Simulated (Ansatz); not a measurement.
**Question.** Name a neutral molecule of C, O, Si, Te and H with size of the dipole moment (PBE/def2-TZVPP) between 1.25 and 1.55 D and HOMO energy (ωB97M-V/def2-TZVPP) between -8.95 and -8.65 eV (Ansatz, PBE0-D4/def2-TZVP geometry).

**Answer.** `[TeH][SiH]1CO1` (1.50 D, -8.87 eV). Other molecules can fit too; these were computed, each in one conformer that needn't be the lowest.
